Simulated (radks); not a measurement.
The numbers below are computed, except where a source is named.
Cr8+, configuration [Ne] 3s2 3p4.

Level of theory: scalar-relativistic Kohn-Sham, LDA (Slater exchange, Perdew-Wang correlation), spin-polarised, spherical densities, point nucleus; open shells are filled with parallel spins first (a radial shooting solver on a logarithmic mesh with Libxc functionals).

Energy parts (eV):
part                      energy
total                 -27922.613
kinetic                28205.801
electron-nucleus      -63788.450
Hartree                 8780.105
exchange-correlation   -1120.069

Orbitals (lengths in bohr, moments of r in powers of bohr; r(max) is where P^2 peaks; r(90%) holds 90 % of the orbital's charge):
orbital	occ.	eigenvalue (eV)	<r^4>	<1/r>	r(90%)	r(max)
1s up	1	-6050.235	0.00007643	23.83	0.114	0.04169
1s down	1	-6049.006	0.00007640	23.84	0.114	0.04169
2s up	1	-847.4665	0.01791	5.054	0.454	0.2437
2s down	1	-846.2651	0.01781	5.056	0.454	0.2438
2p up	3	-742.9424	0.01387	4.961	0.425	0.1973
2p down	3	-741.4679	0.01380	4.962	0.425	0.1975
3s up	1	-231.4674	0.8662	1.749	1.20	0.7392
3s down	1	-227.3079	0.8835	1.742	1.20	0.7398
3p up	3	-201.3277	0.9818	1.661	1.24	0.7400
3p down	1	-197.2398	1.008	1.653	1.25	0.7410
3d up	0	-155.1031	1.078	1.483	1.27	0.6664
3d down	0	-151.3574	1.119	1.480	1.28	0.6649
4s up	0	-98.6016	15.51	0.8184	2.44	1.668
4s down	0	-97.4136	16.10	0.8096	2.47	1.683

The highest occupied level is 3p down at -197.24 eV. Spin moment in Bohr magnetons: 2. For comparison, the ionisation energy in NIST's Atomic Spectra Database is 209.5 eV (semi-empirical). In exact Kohn-Sham theory the highest level is minus the ionisation energy, but local and semilocal functionals leave it too shallow, through self-interaction and a potential that decays too fast; potentials with the right tail come closer.
